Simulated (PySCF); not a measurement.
# One molecule, several mistakes: C2GeH7O

These are calculations, not measurements. The program is PySCF 2.14.0, an open-source quantum chemistry code, run on an isolated molecule that a program drew, which may never have been made. The molecule is C2GeH7O (charge 0, doublet), drawn as the SMILES string `C[C](O)[GeH3]`.

Each row is a Hartree-Fock (HF) and frozen-core CCSD(T) single point in the cc-pVDZ basis, meant for a local HF minimum. Run 1 is clean. Each other run has one planted mistake out of seven kinds, and not every kind appears here: one electron removed, one electron added, multiplicity raised by two, geometry at a saddle point, minimal basis STO-3G, one bond length entered in bohr, all coordinates scaled. The reference is restricted for singlets and unrestricted otherwise, and also for a bond in bohr. Adding or removing an electron swaps singlet and doublet. Electrons count all cores. HOMO and LUMO are orbital energies over both spins, the gradient is its largest component, and the lowest frequency (negative if imaginary) is given only where the gradient is small. Bond lengths are over the 10 bonds as drawn. T1 is the CCSD diagnostic: over 0.02 (restricted) or 0.045 (unrestricted) a single reference is doubtful. Germanium has the cc-pVDZ-PP basis, with a core potential (ECP10MDF) in place of its 10 inner electrons, and its 3s, 3p and 3d shells are frozen in CCSD(T).

Geometry of the clean run:
```xyz
11
C2GeH7O, angstrom
C     0.8058    0.2555    2.9122
C    -0.4688   -0.0717    2.1933
O    -1.3423   -0.9073    2.8388
Ge   -0.7641    0.0140    0.2746
H     1.4321   -0.6354    3.0508
H     0.5988    0.6694    3.9070
H     1.3898    0.9951    2.3641
H    -1.1709   -0.9103    3.7702
H    -0.4062   -1.3106   -0.4166
H     0.1233    1.1228   -0.3036
H    -2.2352    0.3275   -0.0052
```

| run | electrons | basis functions | <S^2> | HOMO (eV) | LUMO (eV) | gradient (hartree/bohr) | lowest frequency (cm^-1) | mean bond (Å) | longest bond (Å) | T1 | HF (hartree) | CCSD(T) (hartree) | mistake |
|---|---|---|---|---|---|---|---|---|---|---|---|---|---|
| 1 | 59 | 100 | 0.765 | -8.41 | 3.53 | 5.2e-06 | 79 | 1.3645 | 1.943 | 0.0149 | -448.00042 | -448.61896 | no fault |
| 2 | 59 | 100 | 0.764 | -8.27 | 3.62 | 2.0e-02 | - | 1.3413 | 1.910 | 0.0144 | -447.99730 | -448.61255 | all coordinates scaled |
| 3 | 60 | 100 | 0.000 | 0.62 | 9.29 | 7.1e-02 | - | 1.3645 | 1.943 | 0.0147 | -447.91124 | -448.56823 | ? |
| 4 | 59 | 100 | 3.770 | -3.30 | -1.25 | 1.8e-01 | - | 1.3645 | 1.943 | 0.0779 | -447.70690 | -448.29659 | ? |

**Which mistake was planted in run 3, and what did it cost?**

It counts 60 electrons, one more than the clean run, at the same geometry and basis. So the mistake is: one electron added. Subtracting run 1 and multiplying by 627.51 kcal/mol a hartree, the energy moved by 56.0 kcal/mol in HF and 31.8 kcal/mol in CCSD(T).

**Which mistake was planted in run 4, and what did it cost?**

Electrons, basis and geometry are unchanged, and <S^2> is 3.770, beside S(S+1) = 3.75 for a multiplicity of 4. So the mistake is: multiplicity raised by two. Subtracting run 1 and multiplying by 627.51 kcal/mol a hartree, the energy moved by 184.2 kcal/mol in HF and 202.3 kcal/mol in CCSD(T).

Cautions from the logs. Run 3: the HOMO is above zero, so the electron isn't bound and the energy depends on the basis; run 4: T1 is over the limit, so its CCSD(T) energy is less reliable.
